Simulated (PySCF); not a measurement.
```xyz
12

Si     2.1268    -0.1429     0.1046
C      0.2757    -0.0533     0.0353
C     -0.5738     0.8476    -0.5348
C     -1.8987     0.4031    -0.2659
C     -1.7640    -0.7388     0.4502
O     -0.4642    -1.0307     0.6422
H      2.6136    -0.1074     1.5079
H      2.6281    -1.3868    -0.5351
H      2.6350     1.0405    -0.6329
H     -0.2811     1.7286    -1.0845
H     -2.8241     0.8688    -0.5642
H     -2.4733    -1.4289     0.8773
```

Charge 0, multiplicity 1.

Give the Mulliken and meta-Löwdin atomic charges from TPSSh-D3(BJ)/def2-TZVP // PBE0-D3(BJ)/def2-TZVP in PySCF.


```
atom  Mulliken (e)  meta-Löwdin (e)
----  ------------  ---------------
Si1           0.20             0.52
C2            0.05            -0.09
C3           -0.21            -0.16
C4           -0.16            -0.19
C5            0.00             0.05
O6           -0.19            -0.23
H7           -0.03            -0.10
H8           -0.03            -0.10
H9           -0.03            -0.10
H10           0.12             0.13
H11           0.13             0.13
H12           0.14             0.14
```
